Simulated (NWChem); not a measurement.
System: Si2H6O2; SMILES O[SiH](O)[SiH3]

NWChem input:

```
start job
memory heap 200 mb stack 700 mb global 900 mb
geometry units angstroms noautosym nocenter noautoz
  Si     0.022542    -0.583726    -0.353583
  O      1.494701    -1.034909     0.327796
  O     -1.297110    -1.395024     0.309555
  Si    -0.114395     1.725125     0.063008
  H     -0.049473    -0.957317    -1.806913
  H      1.767741    -1.952075     0.143770
  H     -1.483660    -1.163781     1.236963
  H     -0.197476     1.960547     1.550094
  H      1.073565     2.475054    -0.476251
  H     -1.363901     2.287494    -0.562372
end
basis spherical
  * library 6-31+g*
end
dft
  xc pbe0
  iterations 150
end
property
  response 1 0.0
end
task dft property
```

The geometry was optimised at PBE-D3(BJ)/def2-SVP.

Static field.

Q: Predict the main results of this run. (PBE0/6-31+G* (spherical d).) Quantities: isotropic polarisability (bohr³); anisotropy (bohr³).

A: 
| Property | Value |
|---|---|
| isotropic polarisability (bohr³) | 60.1 |
| anisotropy (bohr³) | 13.5 |
